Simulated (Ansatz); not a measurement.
`N[SiH](F)[SiH2][SiH3]` at its PBE0-D4/def2-TZVP geometry, where that method's forces vanish. The species carries charge 0 and has multiplicity 1.

```
atom    x (Å)    y (Å)    z (Å)
  N1  -1.7981  -0.3255  -1.2315
 Si2  -1.5400   0.3780   0.2954
  F3  -2.4490   1.6752   0.5835
 Si4   0.7088   1.0036   0.4399
 Si5   2.0457  -0.9094   0.2942
  H6  -2.5959  -0.9115  -1.4165
  H7  -1.4304   0.0804  -2.0759
  H8  -1.9536  -0.6252   1.3078
  H9   0.9722   1.7249   1.7159
 H10   1.0397   1.9196  -0.6905
 H11   1.8784  -1.5337  -1.0453
 H12   3.4835  -0.5812   0.4914
 H13   1.6387  -1.8952   1.3315
```

Problem. For each bond, give half the difference of the two atoms' forces along it (eV/Å; positive pushes the atoms apart) under PBE-D4, r2SCAN-D4, B3LYP-D4, ωB97M-V in def2-TZVPP. (Estimate.)

Solution. The calculation gave: 
| bond | length (Å) | PBE-D4 | r2SCAN-D4 | B3LYP-D4 | ωB97M-V |
| --- | --- | --- | --- | --- | --- |
| N1–Si2 | 1.701 | 0.04 | 0.02 | 0.09 | 0.09 |
| N1–H6 | 1.007 | 0.18 | 0.01 | -0.02 | -0.03 |
| N1–H7 | 1.006 | 0.19 | 0.01 | -0.02 | -0.03 |
| Si2–F3 | 1.610 | 0.49 | 0.05 | 0.18 | 0.15 |
| Si2–Si4 | 2.339 | -0.16 | -0.01 | 0.02 | -0.03 |
| Si2–H8 | 1.484 | 0.02 | -0.04 | -0.14 | -0.17 |
| Si4–Si5 | 2.338 | -0.08 | 0.01 | 0.12 | 0.09 |
| Si4–H9 | 1.489 | 0.11 | -0.01 | -0.09 | -0.10 |
| Si4–H10 | 1.492 | 0.10 | 0.00 | -0.09 | -0.10 |
| Si5–H11 | 1.487 | 0.09 | -0.01 | -0.07 | -0.10 |
| Si5–H12 | 1.488 | 0.09 | -0.02 | -0.07 | -0.11 |
| Si5–H13 | 1.488 | 0.09 | -0.01 | -0.06 | -0.10 |

B3LYP here is the variant with VWN-RPA as its local correlation; programs differ in this.

Results of the Gaussian-basis code of Ansatz.
